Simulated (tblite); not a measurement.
Species: C₅H₆FPS.
InChI=1S/C5H6FPS/c1-4-2-3-5(6)7(4)8/h2-3,7H,1H3

Computed with GFN2-xTB (tblite): harmonic, unscaled wavenumbers at the GFN2-xTB geometry, gas phase. The method is semi-empirical: single wavenumbers can be off by several per cent or more. Modes of hydrogen on phosphorus can be 10 to 20 % off.

Harmonic wavenumbers (cm⁻¹): 80.0, 92.1, 108.1, 151.2, 234.6, 301.4, 351.7, 394.3, 421.8, 450.5, 597.8, 617.2, 662.2, 737.0, 757.5, 815.0, 867.2, 869.4, 974.5, 1018.5, 1042.5, 1167.4, 1180.4, 1199.5, 1273.7, 1393.8, 1454.5, 1462.2, 1583.5, 1642.1, 2164.0, 2988.6, 3006.9, 3039.0, 3096.2, 3117.1.

A = 1679, B = 1526, C = 862.8 MHz; mass 147.991 u (most abundant isotopes); point group C1, symmetry number 1.

**Question.** Zero-point energy?

**Answer.** Half the sum of the wavenumbers: 20657 cm⁻¹ = 247.11 kJ/mol.

**Question.** Entropy at 400 K, 1 bar (ideal gas, RRHO, classical rotation)?

**Answer.** Translation 177.29, rotation 126.53, vibration 133.24: S = 437.1 J/(mol K).

**Question.** And Cp and H(400 K) − H(0)?

**Answer.** Cp = 170.93 J/(mol K), of which vibrations give 137.68 (their classical limit is 36 R = 299.3); H(400 K) − H(0) = 41.71 kJ/mol without the zero-point energy, 28.41 from vibrations.

**Question.** How do the functions run with temperature in this model?

**Answer.** 
```json
{"T (K)": "50", "S (J/(mol K))": "242.2", "Cp (J/(mol K))": "50.1", "H − H(0) (kJ/mol)": "1.94", "G − H(0) (kJ/mol)": "-10.17", "ln q(vib)": "0.24"}
{"T (K)": "100", "S (J/(mol K))": "283.3", "Cp (J/(mol K))": "69.9", "H − H(0) (kJ/mol)": "4.96", "G − H(0) (kJ/mol)": "-23.37", "ln q(vib)": "1.11"}
{"T (K)": "298.15", "S (J/(mol K))": "391.5", "Cp (J/(mol K))": "139.9", "H − H(0) (kJ/mol)": "25.83", "G − H(0) (kJ/mol)": "-90.89", "ln q(vib)": "5.30"}
{"T (K)": "373.15", "S (J/(mol K))": "425.4", "Cp (J/(mol K))": "163.3", "H − H(0) (kJ/mol)": "37.22", "G − H(0) (kJ/mol)": "-121.53", "ln q(vib)": "6.91"}
{"T (K)": "500", "S (J/(mol K))": "478.0", "Cp (J/(mol K))": "195.8", "H − H(0) (kJ/mol)": "60.09", "G − H(0) (kJ/mol)": "-178.90", "ln q(vib)": "9.60"}
{"T (K)": "750", "S (J/(mol K))": "566.2", "Cp (J/(mol K))": "238.7", "H − H(0) (kJ/mol)": "114.87", "G − H(0) (kJ/mol)": "-309.80", "ln q(vib)": "14.63"}
{"T (K)": "1000", "S (J/(mol K))": "638.8", "Cp (J/(mol K))": "265.3", "H − H(0) (kJ/mol)": "178.12", "G − H(0) (kJ/mol)": "-460.71", "ln q(vib)": "19.21"}
```

q(vib) and H(0) count from the zero-point level.

**Question.** Which modes carry the vibrational entropy at 400 K?

**Answer.** 80.0 cm⁻¹: 18.70; 92.1 cm⁻¹: 17.54; 108.1 cm⁻¹: 16.22; 151.2 cm⁻¹: 13.48; 234.6 cm⁻¹: 9.97; 301.4 cm⁻¹: 8.04 J/(mol K); the other 30 give 49.30 together.

Hindered rotation and anharmonicity are outside this model. The structure is chiral; the term R ln 2 for an equal mix with its mirror image is left out.
